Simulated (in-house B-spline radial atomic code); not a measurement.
Successive ionisation energies of barium; each step leads to the configuration of the next row (after the last: [Ne] 3s2). NIST's values go from ground level to ground level; the uncertainty of those that are theory runs from under 0.1 % in few-electron ions to several per cent in heavy many-electron ones. Computed with an all-electron radial atomic-structure program (B-spline basis): non-relativistic Hartree-Fock, average of the configuration, point nuclei.

This level leaves out relativity, spin-orbit splitting included, which matters for heavy ions.

| ion | configuration | ionisation energy (eV) | tabulated value (eV) | tabulated kind | computed minus tabulated (eV) | highest orbital | largest mean radius (bohr) |
| --- | --- | --- | --- | --- | --- | --- | --- |
| Ba38+ | [Ne] 3s2 3p6 | 2797.1 | 2814 | tabulated theory | -17 | 3p | 0.27963 |
| Ba39+ | [Ne] 3s2 3p5 | 2883.4 | 2901 | tabulated theory | -18 | 3p | 0.2782 |
| Ba40+ | [Ne] 3s2 3p4 | ? | ? | tabulated theory | ? | ? | ? |
| Ba41+ | [Ne] 3s2 3p3 | ? | ? | tabulated theory | ? | ? | ? |
| Ba42+ | [Ne] 3s2 3p2 | 3147.6 | 3266 | tabulated theory | -118 | 3p | 0.274 |
| Ba43+ | [Ne] 3s2 3p1 | 3237.3 | 3363 | tabulated theory | -126 | 3p | 0.27263 |

Question: Fill in the row of Ba40+.

Answer: ionisation energy (eV): 2970.6; tabulated value (eV): 2994; computed minus tabulated (eV): -23; highest orbital: 3p; largest mean radius (bohr): 0.27678.

Question: Fill in the row of Ba41+.

Answer: ionisation energy (eV): 3058.7; tabulated value (eV): 3081; computed minus tabulated (eV): -22; highest orbital: 3p; largest mean radius (bohr): 0.27538.
